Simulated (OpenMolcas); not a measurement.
## Pd4+: moving or changing the point charges

Pd4+ among 6 point charges of -1.7 e arranged as a tetragonal octahedron (D4h), 1.9 Å from the ion, with the axial distance 2.166 Å.
```
   1.9000    0.0000    0.0000  -1.70
   0.0000    1.9000    0.0000  -1.70
  -1.9000    0.0000    0.0000  -1.70
   0.0000   -1.9000    0.0000  -1.70
   0.0000    0.0000    2.1660  -1.70
   0.0000    0.0000   -2.1660  -1.70
```

```json
{
 "Program": "OpenMolcas",
 "Method": "CASSCF",
 "Basis": "ANO-RCC-VTZP [7s6p4d2f1g]",
 "Scalar Hamiltonian": "DKH2, point nucleus",
 "Active space": "6 electrons in 5 orbitals (4d)",
 "State averaging": "2S+1 = 5 even, 5 roots; 2S+1 = 3 even, 45 roots; 2S+1 = 1 even, 50 roots",
 "Spin-orbit coupling": "state interaction with AMFI integrals over the reference wave functions"
}
```

Runs around this geometry, states (labels of D4, the rotations of D4h). Energies in cm-1 above the lowest state or level, χT in cm3 K/mol.

| R (Å) | q (e) | Axial / equatorial distance | Ground state | First state of that spin | First gap with spin-orbit (degeneracies) | χT at 300 K | First state of another spin |
| --- | --- | --- | --- | --- | --- | --- | --- |
| 1.9 | -1.1 | 1.14 | 5E | 5B2 1830 | 79.3 (1, 2) | 4.888 | 3E 19363 |
| 1.71 | -1.7 | 1.14 | 5E | 5B2 3647 | 38.3 (2, 1) | 4.259 | 3E 14591 |
| 1.9 | -1.7 | 1.14 | 5E | 5B2 2846 | 35.2 (1, 2) | 4.588 | 3E 17843 |
| 1.98 | -1.7 | 1.14 | 5E | 5B2 2571 | 64.9 (1, 2) | 4.747 | 3E 18679 |
| 1.9 | -1.7 | 1.23 | 5E | 5A1 2088 | 67.1 (1, 1) | 4.845 | 3E 17818 |

Taking the first state of the same spin as R^-n, n = -ln(2571 / 3647) / ln(1.98 / 1.71) = 2.4 between the shortest and longest distance.

Scaling the charges by -1.1 / -1.7 = 0.65 scales the first state of the same spin by 1830 / 2846 = 0.64; with fixed orbitals a first-order splitting would follow the charge.

An orbital doublet at a regular site is open to a Jahn-Teller distortion, which this geometry leaves out. Without dynamic correlation the repulsion within the d shell is too large (B by tens of per cent), so at a given field states of lower spin stand too high. Point charges give a weaker field than real ligands, and real ions of this kind are as a rule low spin; the high spin found here belongs to the model. This shell can be high or low spin here, a state of another spin lies low, and with metal d orbitals alone active their balance is uncertain, so the ground spin may be wrong (holds for R = 1.71, q = -1.7, ratio = 1.14). This is an electrostatic model: the charges have no orbitals. No measured value stands beside these numbers.
